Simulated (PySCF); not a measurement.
This script is equivalent to a calculation on Kr⁺ (krypton, charge +1).

```python
from pyscf import gto, scf, dft, mp, cc
import basis_set_exchange as bse
txt = bse.get_basis("cc-pVTZ-PP", elements=["Kr"], fmt="nwchem", header=False)
cut = txt.index("\nECP")
mol = gto.M(atom="Kr 0 0 0", charge=1, spin=1, symmetry="D2h",
            basis=gto.basis.parse(txt[:cut]),
            ecp={"Kr": gto.basis.parse_ecp(txt[cut:])})
mf = scf.UHF(mol)
mf.irrep_nelec = {'Ag': (4, 4), 'B1g': (1, 1), 'B2g': (1, 1), 'B3g': (1, 1), 'B1u': (2, 2), 'B2u': (2, 2), 'B3u': (2, 1)}
mf.kernel()
```

(1) What total energy does it give?

(2) Which occupied shell lies highest, and where?

(3) What is ⟨S²⟩, and what would a pure spin state give?

Energies and moments cover only the electrons outside the core potential.

Results:

(1) -461.71667 hartree (calculated).

(2) 4p β, at -24.251 eV.

(3) 0.757, against 0.75.
